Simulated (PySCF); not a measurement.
Isomers of C5H8OSi2, one GFN2-xTB conformer each. Single-point energies are computed at PBE0/pcSseg-1 (PySCF, gas phase, no added dispersion term), electronic only.

Question: Rank them by PBE0/pcSseg-1 energy, lowest first (kcal/mol).
A. `[SiH2]1C(=C[Si@H](O1)C#C)C`
B. `[CH:1]#[C:2][Si@@H:3]([C:4]#[C:5][SiH3:6])[O:7][CH3:8]` with C2–Si3–O7–C8 -61°

Answer: A (0.0), B (60.8).

As drawn, the lower has a C=C bond outside aromatic rings, which the higher lacks. GFN2-xTB itself gives, in the same order: 0.0, 57.3. Both levels put the same isomer lowest.

Which frontier levels, dipoles and rotational constants go with these structures?

```
                   SMILES  HOMO (eV, PBE0/pcSseg-1)  LUMO (eV)  dipole (D)       A, B, C (MHz)
C#C[Si@@H]1C=C(C)[SiH2]O1                     -7.81      -0.64        1.92  2591, 979.2, 832.2
  C#C[Si@@H](C#C[SiH3])OC                     -8.08      -1.01        1.65  1960, 642.4, 539.9
```
